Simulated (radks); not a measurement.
Values are calculated unless marked as measured or tabulated.
Question: The oxygen ion O4+, [He] 2s2. Code: a radial shooting solver on a logarithmic mesh with Libxc functionals. Model: non-relativistic Kohn-Sham, PBE, spin-polarised, spherical densities, point nucleus. Every spin shell is full or empty, so the densities are truly spherical. Functionals are evaluated on that one density, not self-consistently. Rank these exchange functionals by their error against the exact value of the orbitals, and give that value: LDA, B88, PBEsol, revPBE, PW91, PW86, OPTX, WC, G96, TPSS, revTPSS, MS2, Tao-Mo, TASK, MVS.

Answer: Exact: -5.94578 hartree. From best to worst, with 100 (|E| - |E exact|)/|E exact| (equal figures are ties): OPTX 0.00, G96 -0.11, B88 -0.13, revPBE +0.27, revTPSS +0.31, TPSS +0.52, MS2 +0.56, PW91 -0.60, MVS -0.63, Tao-Mo +0.68, PW86 +0.75, TASK -2.97, WC -2.97, PBEsol -5.21, LDA -12.69.
